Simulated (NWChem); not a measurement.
Species: InIF$_{2}$; SMILES [F][In]([F])[I]

```xyz
4

In     0.0000     0.0000     1.0003
F      0.0000    -1.6329     2.0537
F      0.0000     1.6329     2.0537
I      0.0000     0.0000    -1.6223
```
Atoms are numbered in this order, from 1.

Computed with NWChem. Coordinates come from a PBE0/def2-SVP optimisation. def2 effective core potentials on In, I; no spin-orbit coupling.

**Question.** What does the run give for CAM-B3LYP/def2-SVP? Quantities: highest occupied level (eV); orbital gap (eV); dipole (D).

**Answer.** 
```
Property                     Result
---------------------------  ------
highest occupied level (eV)   -9.70
orbital gap (eV)               7.51
dipole (D)                     2.22
```
